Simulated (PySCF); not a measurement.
NICS in isomers of C8H13NSi.

NICS is the negative of the GIAO shielding at a point without a nucleus: at the ring centre (0) and 1 Å above and below it (1); zz is the component along the ring normal. Level: GIAO PBE0/pcSseg-1 (PySCF, non-relativistic, gas phase) on the GFN2-xTB geometries, one conformer each. Atom numbers follow the mapped SMILES.

Task: Order these rings by mean NICS(1)zz, lowest (most negative) first (ppm).
A. ring C1–C2–C3–N4–C10 in `[cH:1]1[cH:2][cH:3][n:4]([SiH2:5][CH2:6][CH:7]2[CH2:8][CH2:9]2)[cH:10]1`
B. ring C5–C6–C7–N8–C9–C10 in `[CH3:1][Si:2]([CH3:3])([CH3:4])[c:5]1[cH:6][cH:7][n:8][cH:9][cH:10]1`
C. ring C4–C5–Si6–C7 in `[CH2:1]=[C:2]([CH3:3])[C@@H:4]1[CH2:5][SiH2:6][C@H:7]1[CH2:8][C:9]#[N:10]`

Result: A (-31.0), B (-28.1), C (4.5).

| SMILES | ring | NICS(0) | NICS(1) | NICS(1)zz | HOMA | rms pucker (Å) | ring atoms with four or more neighbours |
| --- | --- | --- | --- | --- | --- | --- | --- |
| c1ccn([SiH2]CC2CC2)c1 | 5-membered ring with N; formal bonds all aromatic | -13.0 | -11.0 | -31.0 | 0.84 | 0.00 | 0 |
| C[Si](C)(C)c1ccncc1 | 6-membered ring with N; formal bonds all aromatic | -6.7 | -11.2 | -28.1 | 0.99 | 0.00 | 0 |
| C=C(C)[C@@H]1C[SiH2][C@H]1CC#N | 4-membered ring with Si; formal bonds all single | -0.6 | -1.2 | 4.5 | – | 0.09 | 4 |

NICS(0) gives the same order. The isotropic NICS(1) gives another order. HOMA uses Krygowski's 1993 parameters; it is left out where a ring has a four-coordinate atom, a triple bond, no multiple bond or a kind of bond without parameters. NICS(1) and NICS(1)zz are means over the two faces.
